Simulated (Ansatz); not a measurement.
Mg₂Se₂: single points at one geometry.

```yaml
crystal:
  periodic: [false, false, false]
  atoms:
    - {symbol: Mg, position_ang: [0.784154, -0.935107, -1.150089]}
    - {symbol: Mg, position_ang: [-1.598611, -0.469453, 0.189957]}
    - {symbol: Se, position_ang: [0.070165, 1.497383, -0.397153]}
    - {symbol: Se, position_ang: [0.744292, -0.092824, 1.357284]}
basis:
  gaussian: {orbitals: def2-TZVP, initial_orbitals: start.molden}
hamiltonian: {xc: pbe, dispersion: d4}
scf: {omitted_lower_state_checks: [starts]}
output: {forces: true, orbitals: {seedname: orbitals}}
```

The file start.molden holds the orbitals of an earlier run on this structure, at another level or in another basis.

```sh
$ ansatz run in.yaml --threads 4 --pin off --events-out ev --progress --plain --max-ram 3916MiB
```

Output, abridged:

```
Functional definition: PBE
1350 factors; their error is unknown
mean field evaluation 1: about -141563.9263 eV, gradient 1.2e1 eV
mean field evaluation 2: about -141564.0338 eV, gradient 1.6e-1 eV
mean field evaluation 4: about -141563.9668 eV, gradient 6.6e-4 eV
mean field evaluation 8: about -141563.9668 eV, gradient 8.9e-6 eV
mean field -141563.96681672 eV, -5202.3798250112 hartree, gradient 8.9e-6 eV, S^2 0.000000; 0 other end points of the search recorded, 0 dependent functions left out
reference -141563.96685259 eV, -5202.3798263296 hartree; 46, 46 occupied and 114, 114 virtual orbitals, 1350 factors
Total energy: -141564.12260868 eV, -5202.3855502602 hartree
Atom 0 at     0.784154    -0.935107    -1.150089 Å, force    -0.047071     0.090748     0.101027 eV/Å
Atom 1 at    -1.598611    -0.469453     0.189957 Å, force     0.132282     0.056201    -0.000576 eV/Å
Atom 2 at     0.070165     1.497383    -0.397153 Å, force    -0.044797    -0.069195    -0.054627 eV/Å
Atom 3 at     0.744292    -0.092824     1.357284 Å, force    -0.040414    -0.077754    -0.045825 eV/Å
Dipole moment:    -0.229260    -0.395366    -0.270266 e Å
Checks for a lower state left out: starts
```

Hardware: 4 threads of Arm Neoverse V2 on a shared host. Wall time 1.9 s.

First input, but with `hamiltonian: {xc: pbe0, dispersion: d4}`, `output: {orbitals: {seedname: orbitals}}` (abridged; 2.9 s):

```
Functional definition: PBE0
mean field -141568.94034207 eV, -5202.5625986967 hartree, gradient 2.4e-5 eV, S^2 0.000000
Total energy: -141569.07166622 eV, -5202.5674247704 hartree
Checks for a lower state left out: starts
```

First input, but with `hamiltonian: {xc: r2scan, dispersion: d4}`, `output: {orbitals: {seedname: orbitals}}` (abridged; 4.4 s):

```
Functional definition: r2SCAN
mean field -141588.03275195 eV, -5203.2642318187 hartree, gradient 1.0e-5 eV, S^2 0.000000
Total energy: -141588.06028084 eV, -5203.2652434865 hartree
Checks for a lower state left out: starts
```

As the first input, with `gaussian: {orbitals: def2-TZVPP, initial_orbitals: start.molden}`, `correlation: {method: ccsd_t}`, `output: {orbitals: {seedname: orbitals}}` and without the key `hamiltonian` (abridged; 42 s):

```
Functional definition: HF
mean field evaluation 16: about -141467.8946 eV, gradient 8.6e0 eV
mean field evaluation 32: about -141468.2499 eV, gradient 5.6e-4 eV
mean field -141471.02640220 eV, -5198.9643277749 hartree, gradient 9.8e-7 eV, S^2 0.000000; 1 other end points of the search recorded, 0 dependent functions left out; unrestricted orbitals would lower it
determinant -141471.02640220 eV, -5198.9643277749 hartree, with singles and doubles -141496.84389677 eV, -5199.9131032008 hartree
determinant -141468.24986095 eV, -5198.8622917661 hartree, with singles and doubles -141495.89336598 eV, -5199.8781718386 hartree
20 core orbitals not correlated: weight in the atoms' cores, before any rotation towards them, 1.000 or more for the frozen orbitals, at most 0.000 for the correlated occupied ones
second order -25.37456506 eV of doubles, -0.00000000 eV of singles
cycle   1  -25.82020853 eV  change   -2.7e-3 eV  update   2.0e-3
cycle   2  -25.82071347 eV  change   -5.0e-4 eV  update   1.3e-3
cycle   3  -25.82047678 eV  change    2.4e-4 eV  update   7.7e-4
cycle   4  -25.82031215 eV  change    1.6e-4 eV  update   2.4e-4
cycle   5  -25.82072250 eV  change   -4.1e-4 eV  update   8.0e-5
cycle   6  -25.82084365 eV  change   -1.2e-4 eV  update   2.4e-5
cycle   7  -25.82084786 eV  change   -4.2e-6 eV  update   9.5e-6
perturbative correction -0.97286164 eV, -0.0357520058 hartree
Total energy: -141497.82011169 eV, -5199.9489784375 hartree
Checks for a lower state left out: starts
```

First input, but with `hamiltonian: {xc: {name: B3LYP}, dispersion: d4}`, `output: {orbitals: {seedname: orbitals}}` (abridged; 3.1 s):

```
Functional definition: B3LYP
mean field -141592.86086682 eV, -5203.4416617676 hartree, gradient 1.8e-5 eV, S^2 0.000000
Total energy: -141593.12439616 eV, -5203.4513462921 hartree
Checks for a lower state left out: starts
```

As the first input, with `hamiltonian: {xc: {name: BLYP}, dispersion: d4}`, `output: {orbitals: {seedname: orbitals}}` (abridged; 1.8 s):

```
Functional definition: BLYP
mean field -141592.37067466 eV, -5203.4236475380 hartree, gradient 2.0e-5 eV, S^2 0.000000
Total energy: -141592.69806075 eV, -5203.4356787549 hartree
Checks for a lower state left out: starts
```

Geometry: r2SCAN-D4/def2-SVP.

B3LYP takes the VWN-RPA correlation. Correlated methods freeze 20 core orbitals; core or outer-core shells of Mg, Se are correlated, in sets that lack core-valence functions. The restricted singlet is unstable towards broken spin symmetry in Hartree–Fock (as tested in another run); at PBE-D4/def2-TZVP, PBE0-D4/def2-TZVP, r2SCAN-D4/def2-TZVP, B3LYP-D4/def2-TZVP and others this wasn't settled. At CCSD(T)/def2-TZVPP the restricted singlet (for correlated methods, its reference) is unstable: a solution with broken spin symmetry lies lower. Another isomer (singlet) lies 2.25 eV lower at PBE0-D4/def2-TZVP; other spin states weren't run for this one.
